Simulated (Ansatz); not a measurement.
Species: C3H13NSi2 (charge 0, singlet). SMILES: [SiH3]N(C(C)C)[SiH3]
Geometry from a B3LYP-D3(BJ)/def2-TZVP (Ansatz, a program for electronic structure) optimisation:
```
N
C 1 1.4880
H 2 1.0966 1 106.99
C 2 1.5258 3 106.89 1 120.00
H 4 1.0902 2 110.94 3 -61.96
H 4 1.0912 5 108.59 2 -121.43
H 4 1.0931 5 108.20 6 -116.29
C 2 1.5277 3 107.58 1 -119.66
H 8 1.0903 2 110.64 3 61.48
H 8 1.0913 9 108.16 2 -121.45
H 8 1.0920 9 108.39 10 -116.98
Si 1 1.7292 2 114.73 3 -16.68
Si 1 1.7323 2 120.94 3 163.70
H 13 1.4780 1 107.67 2 165.35
H 12 1.4782 1 109.11 2 179.89
H 13 1.4838 14 109.46 1 120.92
H 13 1.4848 14 108.53 16 116.24
H 12 1.4858 15 109.62 1 121.27
H 12 1.4863 15 109.46 18 116.67
```
Charge 0, spin multiplicity 1.

Property: vertical ionisation energy (to the doublet state of charge +1; each state is the SCF solution reached for its spin), in eV. Correlated levels leave the core frozen unless marked. Open shells are spin-unrestricted. Spin-orbit coupling is left out. Non-relativistic. 

```
level                    program  vertical ionisation energy (eV)
-----------------------  -------  -------------------------------
SVWN5/def2-TZVPD          Ansatz                             8.58
PBE/def2-TZVPD            Ansatz                             8.46
r2SCAN/def2-TZVPD         Ansatz                             8.53
B3LYP/def2-TZVPD          Ansatz                             8.69
BHLYP/def2-TZVPD          Ansatz                             8.67
wB97M-V/def2-TZVPD        Ansatz                             8.90
RI-MP2/aug-cc-pV(T+d)Z    Ansatz                             9.31
SCS-MP2/aug-cc-pV(D+d)Z   Ansatz                             9.07
CCSD(T)/aug-cc-pV(D+d)Z   Ansatz                             8.82
```
